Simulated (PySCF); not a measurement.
Computed shifts of a molecule CH4N2OSi, PBE/pcSseg-1 (PySCF), GIAO, gas phase, atoms alike by connectivity averaged where their shifts nearly agree, in ppm (number of nuclei): ¹⁵N: 61.1 (1), 34.6 (1). ²⁹Si: -63.8 (1). ¹³C: 121.9 (1). ¹H: 5.17 (2), 1.21 (2). References: ¹⁵N against NH3 (σ = 267.0 ppm); ²⁹Si against TMS (σ = 335.4 ppm); ¹³C against TMS (σ = 182.0 ppm); ¹⁷O against H2O (σ = 334.3 ppm); ¹H against TMS (σ = 31.49 ppm), references at their B3LYP-D3(BJ)/def2-TZVP geometries, non-relativistic. The structure is a stationary point at PBE0-D3(BJ)/def2-SVP. One conformer was computed; it need not be the lowest.

Question: Identify the compound among the candidates.
A) N#CO[SiH2]N
B) N[Si@H]1N=CO1
C) N[SiH2]N=C=O

Answer: C, N[SiH2]N=C=O
